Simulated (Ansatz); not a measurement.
Question: Name a neutral molecule of B, C, N and H with LUMO energy (PBE/def2-TZVPP) between -0.05 and 0.25 eV and HOMO energy (PBE0/def2-TZVPP) between -8.25 and -7.95 eV (Ansatz, PBE0-D4/def2-TZVP geometry).

Answer: `CB(C)N` (0.09 eV, -8.07 eV). Other molecules can fit too; these were computed, each in one conformer that needn't be the lowest.
